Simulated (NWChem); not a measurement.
A series in which one site is exchanged, each optimised at PBE0/def2-SVP with NWChem, gas phase unless a solvent is named. 

A: [OH][AlH2] (AlH₃O; site = Al)
B: BO (BH3O; site = B)
C: [OH][GaH2] (GaH3O; site = Ga)

Values for A:

- vertical ionisation energy, ΔSCF, PBE/def2-SVP (eV) = 10.38
- static polarisability, PBE0/def2-SVPD (bohr³) = 33.4
- lowest singlet excitation, PBE0/def2-SVPD, TDA (eV) = 5.84

Problem. How do these values change for the other members?

Solution. 
| change from A | B | C |
|---|---|---|
| vertical ionisation energy, ΔSCF, PBE/def2-SVP (eV) | +0.93 | +0.17 |
| static polarisability, PBE0/def2-SVPD (bohr³) | -12.1 | +1.4 |
| lowest singlet excitation, PBE0/def2-SVPD, TDA (eV) | +0.60 | -0.03 |
